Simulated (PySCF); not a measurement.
# Fine-structure interval along the 9-electron series

Calculated with PySCF 2.14 and a two-component X2C-1e Hamiltonian (Gaussian nucleus, no Breit or QED terms), each ion in its own even-tempered basis scaled to its charge; GMP2 freezes nothing and drops the highest virtual spinors. Values in cm⁻¹.

| ion | configuration | GHF (screened spin-orbit) | GMP2 (screened spin-orbit) | GHF (bare spin-orbit) |
| --- | --- | --- | --- | --- |
| Dy⁵⁷⁺ | [He] 2s2 2p5 | 6724900 | 6726100 | 6953800 |
| Er⁵⁹⁺ | [He] 2s2 2p5 | 7697400 | 7698700 | 7953100 |

Question: Fill in the row of Ho⁵⁸⁺.

Answer: configuration: [He] 2s2 2p5; GHF (screened spin-orbit): 7197800; GMP2 (screened spin-orbit): 7199100; GHF (bare spin-orbit): 7439800.
